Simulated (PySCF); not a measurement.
HS (SMILES [SH-]), charge -1, singlet, at a GFN2-xTB geometry. Base run: CCSD(T)/def2-TZVPP in PySCF.

Here is a job for PySCF.
```python
from pyscf import gto, scf, cc

mol = gto.M(
    atom='''
S    -0.000000   -0.000000   -0.078636
H     0.000000    0.000000    1.258176
''',
    basis='def2-tzvpp',
    charge=-1,
    spin=0,
    verbose=4,
    max_memory=1800,
)

mf = scf.RHF(mol)
mf.kernel()

mycc = cc.CCSD(mf, frozen=5)
mycc.kernel()
et = mycc.ccsd_t()
print('E(CCSD(T)) = %.10f' % (mycc.e_tot + et))
```

Variants of this job, named by their change:

```tsv
change	ΔE vs base (mEh)	MP2 correlation (Eh)	CC correlation without the perturbative part (Eh)	basis functions
base	0.000	-0.19105	-0.21115	56
method = ccsd	8.280	-0.19105	-0.21115	56
method = mp2	28.382	-0.19105	-	56
method = cisd	19.855	-	-	56
```
